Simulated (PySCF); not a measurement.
# Polarisability and C₆ of Kr⁺ (krypton, charge +1)

[Ar] 3d10 4s2 4p5, 2P determinant. Calculation: PySCF 2.14, in x2c-TZVPPall with one added diffuse shell each of s, p, d type (7s6p5d1f, 57 functions); the spin-free X2C one-electron Hamiltonian (Gaussian nucleus). Coupled (time-dependent) response in atomic units; α is the mean over directions.

| method | mean α (bohr³) | α xx, yy, zz | C₆ (like pair) | S(−4) |
| --- | --- | --- | --- | --- |
| UHF | 10.55 | 10.18, 10.74, 10.74 | 64.00 | 20.04 |
| PBE | 11.01 | 10.47, 11.28, 11.28 | 67.27 | 22.99 |
| PBE0 | 10.78 | 10.31, 11.02, 11.02 | 65.58 | 21.55 |
| revPBE | 11.00 | 10.47, 11.27, 11.27 | 67.26 | 22.91 |

S(−4) is the Cauchy moment in α(ω) = α(0) + S(−4) ω² + …

Spin-orbit coupling is absent.

α(iu) at UHF:

```csv
u (hartree),α(iu) (bohr³)
0,10.55
0.0500,10.50
0.100,10.35
0.200,9.813
0.300,9.040
0.500,7.274
0.750,5.341
1.00,3.943
1.50,2.307
2.00,1.487
3.00,0.7609
5.00,0.3145
```

For an ion, C₆ is the dispersion term alone; charge-induced terms of lower order in 1/R come first.

The components differ because the open shell of this determinant is not spherical; for a pure term their mean is the scalar polarisability.
